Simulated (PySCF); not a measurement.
**Calculated properties of `Cl[C@H]1COCC[SiH2]1`**

Compound: C4H9ClOSi.
Geometry (PBE0-D3(BJ)/def2-SVP, Å), atoms numbered from 1 in this order:
```xyz
16
C4H9ClOSi angstrom
Cl    -2.9948   -0.2136    0.9426
C     -1.5142    0.1409   -0.0078
C     -0.6909    1.2215    0.6996
O      0.4642    1.5431   -0.0221
C      1.4933    0.5857    0.0315
C      1.1970   -0.6655   -0.7978
Si    -0.4505   -1.4108   -0.2516
H     -1.8477    0.5320   -0.9817
H     -0.4428    0.8802    1.7257
H     -1.2860    2.1432    0.7936
H      2.3947    1.0941   -0.3443
H      1.6928    0.3052    1.0866
H      2.0198   -1.3929   -0.7023
H      1.1325   -0.3884   -1.8636
H     -0.3065   -2.0926    1.0703
H     -1.0450   -2.3491   -1.2480
```

Among its groups: ether, C–Cl bond, Si–H bond and C–Si bond.

**PBE0-D3(BJ)/def2-SVP geometry optimisation, gas phase (PySCF)**

| Property | Result |
| --- | --- |
| Point group | C1 |
| Rotational constants A, B, C | 3.062, 1.289, 0.964 GHz |

From wB97X-D/def2-SVPD ground state, ΔSCF and vertical TDDFT (core frozen in the response) (PySCF):

| Property | Result |
| --- | --- |
| Dipole moment | 2.26 D |
| HOMO energy | -9.56 eV |
| LUMO energy | 1.84 eV |
| HOMO–LUMO gap | 11.40 eV |
| Lowest singlet excitation | 6.75 eV (184 nm, f = 0.008) |
| Strongest line among the 10 lowest singlet transitions | S9 at 8.41 eV (147 nm, f = 0.065) |
| Lowest triplet excitation (Tamm–Dancoff) | 6.14 eV |
| Static isotropic polarisability | 89.5 au |
| Vertical ionisation energy | 9.74 eV |
| Electronic spatial extent ⟨r²⟩ about the centre of nuclear charge | 1193 bohr² |

From PBE0/pcSseg-1 ground state and GIAO shieldings, non-relativistic (PySCF):

| Item | Value |
| --- | --- |
| Lowest Hirshfeld atomic charge | -0.17 e on C6 |
| Highest Hirshfeld atomic charge | +0.32 e on Si7 |
| 13C chemical shifts (computed TMS as zero) by class | 76.3 (C3), 69.1 (C5), 41.0 (C2), 12.9 (C6) ppm |
| 1H chemical shifts (computed TMS as zero) by class | 4.32 (H16), 4.20 (H10), 4.19 (H11), 4.03 (H15), 3.17 (H12), 3.03 (H9), 3.00 (H8), 1.07 (H14), 0.55 (H13) ppm |
| Isotropic shieldings of nuclei other than C and H, by class | 272 (O4), 387 (Si7), 859 (Cl1) ppm |
| Mayer bond orders between heavy atoms | Cl1–C2 0.98, C2–C3 0.96, C3–O4 0.94, O4–C5 0.93, C5–C6 1.02, C6–Si7 0.90, Si7–C2 0.82 |

delta-SCF UKS SCAN, pcX-2 on the ionised atom, pcseg-1 elsewhere, spin-free X2C; 2p3/2 from a spin–orbit splitting computed afterwards within the 2p shell (PySCF):

| Quantity | Value |
| --- | --- |
| Core binding energies | Si2p3/2 106.7 (Si7), Cl2p3/2 205.7 (Cl1), C1s 290.4 (C6), C1s 291.6 (C2), C1s 292.4 (C5), C1s 292.4 (C3), O1s 538.5 (O4), Si1s 1846.4 (Si7), Cl1s 2828.3 (Cl1) eV |

Monoisotopic mass from the formula: 136.0111 u.

In atomic units the dipole is 0.89 e·bohr (1 au = 2.5417 D). No computed singlet falls in the visible range (750 to 380 nm, 1.65 to 3.26 eV); S1 lies 3.49 eV above its blue end. S1 lies 4.65 eV below the HOMO–LUMO gap; its leading configuration is HOMO→LUMO, weight 0.52. The vertical singlet–triplet gap S1 − T1 is 0.61 eV (TDDFT singlet less Tamm–Dancoff triplet; S1: HOMO→LUMO, weight 0.52; T1: HOMO→LUMO, weight 0.38). The ΔSCF ionisation energy exceeds −ε(HOMO) by 0.18 eV with wB97X-D. With B = h/(8π²I), that is 505.379 GHz u Å² over I, the principal moments of inertia are 165.0, 392.2 and 524.1 u Å² (most abundant isotopes).

One conformer stands for the species.
